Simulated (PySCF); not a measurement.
```xyz
9

C     -1.5240     0.0817     0.1458
S     -0.4107    -0.7687    -1.0123
Si     1.5089    -0.1183    -0.1097
O      1.5290    -0.1805     1.4411
H     -2.5062    -0.3881     0.1017
H     -1.1196    -0.0048     1.1532
H     -1.6274     1.1373    -0.1075
H      2.4307    -1.0083    -0.9030
H      1.7192     1.2497    -0.7092
```

Charge -1, multiplicity 1.

**Question.** Give the Mulliken and meta-Löwdin atomic charges from PySCF with PBE-D3(BJ)/def2-TZVPD // CAM-B3LYP-D3(BJ)/def2-TZVPD.

**Answer.** 
```csv
atom,Mulliken (e),meta-Löwdin (e)
C1,-0.51,-0.42
S2,-0.42,-0.32
Si3,0.16,0.73
O4,-0.62,-0.95
H5,0.18,0.11
H6,0.22,0.14
H7,0.19,0.11
H8,-0.12,-0.19
H9,-0.09,-0.20
```
